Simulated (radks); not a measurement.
Results of a calculation; reference values are marked as such.
Task: The molybdenum ion Mo+, [Kr] 4d5. Level of theory: non-relativistic Kohn-Sham, LDA (Slater exchange, Perdew-Wang correlation), spin-polarised, spherical densities, point nucleus (a radial shooting solver on a logarithmic mesh with Libxc functionals). Every spin shell is full or empty, so the densities are truly spherical. Functionals are evaluated on that one density, not self-consistently. Rank these exchange functionals by their error against the exact value of the orbitals, and give that value: LDA, PBEsol, revPBE, RPBE, OPTX, AM05, SOGGA, B86b, G96, EV93, SCAN, Tao-Mo, MVS.

Result: Exact: -119.612 hartree. From best to worst, with 100 (|E| - |E exact|)/|E exact| (equal figures are ties): B86b +0.04, MVS +0.06, EV93 -0.16, RPBE -0.19, SCAN +0.22, revPBE -0.25, G96 +0.35, Tao-Mo -0.74, OPTX +1.06, PBEsol -2.39, SOGGA -2.40, AM05 -4.80, LDA -5.19.
